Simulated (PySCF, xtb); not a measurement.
C2H4F2OSi, SMILES O=C([SiH3])C(F)F.

GFN2-xTB (xtb) at its own geometry gives an orbital gap of 2.51 eV and a dipole moment of 1.49 D.

Coordinates come from a B3LYP-D3(BJ)/def2-SVP optimisation. One conformer was computed; it need not be the lowest.

Q: What does PBE0/def2-TZVP (PySCF) give? (Estimate from the structure and the level; the computed values follow.)

A: gap 5.48 eV (levels -7.64 and -2.16 eV), dipole 0.66 D.
